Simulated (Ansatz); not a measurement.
What each rung costs, and what it gives

Saddle point of GeHCl4F, closed shell (GeCl₄ ([Cl][Ge]([Cl])([Cl])[Cl]) + HF → GeCl₃F ([F][Ge]([Cl])([Cl])[Cl]) + HCl; bonds formed: Ge1–F7, Cl2–H6; bonds broken: Ge1–Cl2, H6–F7), PBE0-D4/def2-TZVP structure:

```json
{"atom": "Ge1", "x (Å)": "-0.4774", "y (Å)": "-0.0731", "z (Å)": "0.1697"}
{"atom": "Cl2", "x (Å)": "0.9457", "y (Å)": "0.6967", "z (Å)": "-1.7166"}
{"atom": "Cl3", "x (Å)": "-1.3568", "y (Å)": "1.8481", "z (Å)": "0.3109"}
{"atom": "Cl4", "x (Å)": "-0.8494", "y (Å)": "-0.8811", "z (Å)": "2.1182"}
{"atom": "Cl5", "x (Å)": "-1.3641", "y (Å)": "-1.5321", "z (Å)": "-1.0835"}
{"atom": "H6", "x (Å)": "1.6655", "y (Å)": "0.1728", "z (Å)": "-0.3976"}
{"atom": "F7", "x (Å)": "1.4365", "y (Å)": "-0.2314", "z (Å)": "0.5988"}
```

Barriers are electronic and count from the start structure reached by relaxing down the imaginary mode.

Computed with Ansatz 0.2.0 (basis: as named in each row); correlated methods freeze the cores. Filled d shells of the heavier atoms are correlated. The def2 sets are not built for correlating such inner shells, so the correlated values are less sure here. B3LYP uses VWN-RPA correlation. Extrapolation: Hartree–Fock as exp(−7.88 √X), correlation as X^−2.97.

Times are rough, for one single point on 8 threads of a shared host (Intel Xeon).

The estimate by CCSD(T) at an estimated basis limit (MP2 extrapolated from triple and quadruple zeta, plus CCSD(T) − MP2 in triple zeta) is 1.452 eV.

| method | basis | time (s) | barrier (eV) | method less estimate |
| --- | --- | --- | --- | --- |
| HF | STO-3G | under 1 | 1.011 | -0.441 |
| PBE-D4 | STO-3G | under 1 | -1.002 | -2.455 |
| SPW92 | def2-SVP | 1 | 0.332 | -1.120 |
| PBE-D4 | def2-SVP | 2 | 0.683 | -0.770 |
| B3LYP-D4 | 6-31G | 2 | 0.645 | -0.807 |
| SPW92 | def2-TZVPP | 2 | 0.698 | -0.754 |
| PBE0-D4 | def2-SVP | 2 | 0.966 | -0.486 |
| PBE-D4 | def2-TZVPP | 3 | 1.047 | -0.406 |
| BLYP-D4 | def2-TZVPP | 3 | 1.156 | -0.296 |
| r2SCAN-D4 | def2-TZVPP | 6 | 1.113 | -0.339 |
| B3LYP-D4 | def2-TZVPP | 6 | 1.306 | -0.147 |
| PBE0-D4 | def2-TZVPP | 6 | 1.254 | -0.198 |
| BHLYP-D4 | def2-TZVPP | 6 | 1.515 | 0.063 |
| wB97M-V | def2-SVP | 7 | 0.953 | -0.499 |
| CAM-B3LYP-D4 | def2-TZVPP | 7 | 1.309 | -0.144 |
| RPA on PBE | def2-TZVPP | 7 | 1.374 | -0.079 |
| B97M-V | def2-TZVPP | 8 | 1.269 | -0.184 |
| B2PLYP | def2-TZVPP | 9 | 1.361 | -0.091 |
| PBE-QIDH | def2-TZVPP | 9 | 1.377 | -0.075 |
| r2SCAN0-D4 | def2-TZVPP | 10 | 1.282 | -0.170 |
| CCSD(T) | def2-SVP | 11 | 1.342 | -0.110 |
| wB97X-V | def2-TZVPP | 12 | 1.321 | -0.131 |
| wB97M-V | def2-TZVPP | 13 | 1.267 | -0.185 |
| MP2 | def2-QZVPP | 31 | 1.395 | -0.057 |
| CCSD(T) | def2-TZVPP | 250 | 1.422 | -0.030 |

All methods are single points on the PBE0-D4 structures; a negative value means that the method puts the saddle structure below the start.

The T1 diagnostic stays at or below 0.011.

Labels in which every atom is bracketed show which atoms are joined, not bond orders.
